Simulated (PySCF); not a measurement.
# Working with the constants of TiF

TPSSh constants of TiF, ⁴Σ⁻ (quartet), unpaired electrons σ ↑, δ ↑↑ (Ti x2c-TZVPPall, F x2c-TZVPPall; spin-free X2C with a Gaussian nucleus (PySCF 2.14); masses 47.9479 and 18.9984 u):

```
ωe              : 710.6 cm⁻¹
ωexe            : 3.84 cm⁻¹
Be              : 0.3947 cm⁻¹
αe              : 0.00289 cm⁻¹
D (centrifugal) : 4.87e-07 cm⁻¹
```

**Question.** Give the vibrational terms G(v) and spacings up to v = 6.

**Answer.** G(v) = ωe(v+½) − ωexe(v+½)².

```
v  G(v) (cm⁻¹)  G(v) − G(v−1)  Bv (cm⁻¹)
0          354                    0.3933
1         1057            703     0.3904
2         1752            695     0.3875
3         2440            688     0.3846
4         3120            680     0.3817
5         3792            672     0.3788
6         4457            665     0.3759
```

De is left out where the level can put another filling of the metal’s s and d shells below the measured ground configuration, by anything from nothing to about 1 eV. With d or f electrons several states lie close, and the lowest PBE0 determinant need not be the measured ground state.
